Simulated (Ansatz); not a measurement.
A CCSD(T) single point on osmium tetroxide.

```yaml
crystal:
  periodic: [false, false, false]
  atoms:
    - {symbol: O, position_ang: [-0.891817, -0.135087, 1.429828]}
    - {symbol: Os, position_ang: [-0.000002, 0.000000, 0.000000]}
    - {symbol: O, position_ang: [1.432027, -0.887020, 0.143105]}
    - {symbol: O, position_ang: [-0.909912, -0.603229, -1.290802]}
    - {symbol: O, position_ang: [0.369694, 1.625336, -0.282132]}
basis:
  gaussian: {orbitals: def2-SVP}
correlation: {method: ccsd_t}
```

```sh
$ ansatz run in.yaml --threads 2 --pin off --events-out ev --progress --plain --max-ram 22528MiB --backend cpu
```

Output of Ansatz, abridged:

```
Functional definition: HF
820 factors; integrals over basis functions are off by at most 8.7e-4 eV
mean field evaluation 1: about -10562.3972 eV, gradient 1.0e2 eV
mean field evaluation 2: about -10562.9398 eV, gradient 1.0e2 eV
mean field evaluation 4: about -10580.9038 eV, gradient 4.0e0 eV
mean field evaluation 8: about -10581.0118 eV, gradient 7.6e-1 eV
mean field evaluation 16: about -10581.0134 eV, gradient 2.8e-6 eV
mean field -10581.01339371 eV, -388.8450701503 hartree, gradient 2.8e-6 eV, S^2 0.000000; 0 other end points of the search recorded, 0 dependent functions left out; unrestricted orbitals would lower it
4 core orbitals not correlated: weight in the atoms' cores, before any rotation towards them, 1.000 or more for the frozen orbitals, at most 0.000 for the correlated occupied ones
reference -10581.01339371 eV, -388.8450701503 hartree; 20, 20 occupied and 64, 64 virtual orbitals, 820 factors
second order -38.44529755 eV of doubles, -0.00000000 eV of singles
cycle   1  -28.60200339 eV  change     9.8e0 eV  update   4.6e-1
cycle   2  -32.70981060 eV  change    -4.1e0 eV  update   3.7e-1
cycle   3  -33.23062537 eV  change   -5.2e-1 eV  update   3.8e-2
cycle   4  -33.22068676 eV  change    9.9e-3 eV  update   1.9e-2
cycle   5  -33.23003646 eV  change   -9.3e-3 eV  update   4.1e-3
cycle   6  -33.23283540 eV  change   -2.8e-3 eV  update   2.1e-3
cycle   7  -33.22762740 eV  change    5.2e-3 eV  update   8.2e-4
cycle   8  -33.22666440 eV  change    9.6e-4 eV  update   4.4e-4
cycle   9  -33.22728814 eV  change   -6.2e-4 eV  update   1.1e-4
cycle  10  -33.22740272 eV  change   -1.1e-4 eV  update   6.1e-5
cycle  11  -33.22735033 eV  change    5.2e-5 eV  update   2.0e-5
cycle  12  -33.22735273 eV  change   -2.4e-6 eV  update   8.6e-6
perturbative correction -2.49569234 eV, -0.0917150019 hartree
Total energy: -10616.73643878 eV, -390.1578678427 hartree
```

It took 5.5 s on 2 threads of an AMD EPYC 7R13 on a shared host, with 0.37 GiB of host memory at the peak.

MP2 recovers 107.6 % of the CCSD(T) correlation energy and the triples give 7.0 %; T1 = 0.0253.
